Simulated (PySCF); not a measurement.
MBe cations for M along the fifth-period p block

PBE0 with double-zeta basis sets in PySCF, for the lowest determinant that a PBE0 search found; no spin–orbit coupling. De refers to high-spin ground-configuration atoms (the charge goes to the atom of lower measured ionisation energy or higher electron affinity, which is not always the lowest computed limit). A positive dipole points towards Be; it is taken about the centre of mass and depends on that origin.

| M | basis | charged atom | state (unpaired electrons) | Re (Å) | ωe (cm⁻¹) | De (eV) | μ (D) |
| --- | --- | --- | --- | --- | --- | --- | --- |
| In | cc-pVDZ/cc-pVDZ-PP | In+ | singlet (closed shell) | 3.007 | 207 | 0.58 | 3.85 |
| Sn | x2c-SVPall | Sn+ | doublet (π ↑) | 2.555 | 352 | 1.57 | 5.67 |
| Sb | x2c-SVPall | Sb+ | triplet (π ↑↑) | 2.354 | 470 | 2.82 | 7.08 |
| I | x2c-SVPall | Be+ | singlet (closed shell) | 2.095 | 730 | 3.43 | 8.45 |

The shortest bond is that of BeI⁺ (2.095 Å), the longest that of BeIn⁺ (3.007 Å). BeI⁺ is bound most strongly (3.43 eV) and BeIn⁺ least (0.58 eV).

The rows differ in basis set, which adds steps of its own.

The state changes along the series, so neighbouring rows are not always alike in their bonding.

Closed-shell solutions of metal pairs were not tested for spin polarisation, which can lower them a little. Spin–orbit coupling is left out, which matters for elements this heavy, above all for dissociation energies. For an ion De counts to the pair picked by the measured ionisation energies or electron affinities, which need not be the lowest pair at this level. States were picked by a PBE0 search and need not be the measured ground states.
